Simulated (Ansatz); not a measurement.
System: sum formula WO$_{2}$Cl, charge 0, multiplicity 2. The spin state was set by rule; other spins were not relaxed. 
Structure (B3LYP-D3(BJ)/def2-TZVP (Ansatz, a first-principles code) minimum search):
```
W
O 1 1.7103
O 1 1.7103 2 110.85
Cl 1 2.2861 2 120.03 3 -147.00
```
Charge 0, spin multiplicity 2.

Basis-set convergence of Hartree-Fock and CCSD(T) correlation energies (hartree) with Ansatz. Correlated levels leave the core frozen unless marked. Open shells are spin-unrestricted. No spin-orbit coupling. Frozen are the shells of the preceding noble gas and the d and f shells that filled before the atom's block. In def2 rows, elements after Kr have scalar-relativistic effective core potentials.

The UHF reference is spin-contaminated (<S^2> 0.24 over the pure value in the largest basis). 

```csv
basis,functions,E(HF),"E(corr, CCSD(T))"
def2-SVP,78,-675.41859,-0.73123
def2-TZVPP,160,(withheld),(withheld)
```

**Question.** Fill in the missing entries.

**Answer.** 
- def2-TZVPP, E(HF): -675.80327
- def2-TZVPP, E(corr, CCSD(T)): -0.92562
